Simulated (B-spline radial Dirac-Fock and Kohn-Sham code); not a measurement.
# Rh: eigenvalues, ΔSCF and the reference

System: the free rhodium atom, configuration [Kr] 4d9 (not the ground configuration).

The density-functional columns are spherical, spin-unpolarised Dirac-Kohn-Sham results without Breit or QED terms: −ε is minus the orbital energy of the initial state and ΔSCF the difference of two total energies. The reference in the last column comes from relaxed Dirac-Fock hole states (ΔSCF) with Breit and QED corrections and a finite nucleus. All numbers are from a radial atomic solver, in eV; a selection of levels is shown. The Kohn-Sham columns are given as differences from the reference. For the 1s level of heavy atoms much of the gap between ΔSCF and the reference is the Breit and QED part, -68.1 eV here; for other levels the error of the functional can be larger.

| level | LDA −ε − DF | LDA ΔSCF − DF | Dirac-Fock |
| --- | --- | --- | --- |
| K (1s) | -231.1 | +61.6 | 23223.6 |
| L1 (2s) | -91.6 | -43.5 | 3422.3 |
| L2 (2p1/2) | -66.0 | -5.6 | 3151.6 |
| L3 (2p3/2) | -67.8 | -10.5 | 3009.1 |
| M1 (3s) | -42.5 | -27.7 | 634.6 |
| M2 (3p1/2) | -32.2 | -17.0 | 528.3 |
| M3 (3p3/2) | -31.9 | -17.2 | 503.1 |
| M4 (3d3/2) | -15.7 | +0.3 | 316.2 |
| N1 (4s) | -12.6 | -6.6 | 92.11 |
| N2 (4p1/2) | -8.2 | -2.4 | 58.51 |
| N3 (4p3/2) | -8.4 | -2.6 | 54.72 |
| N4,5 (4d) | -1.9 | +2.8 | 5.80 |

Values without a named source are computed, but for edge energies of neutral atoms, which are taken from tables.
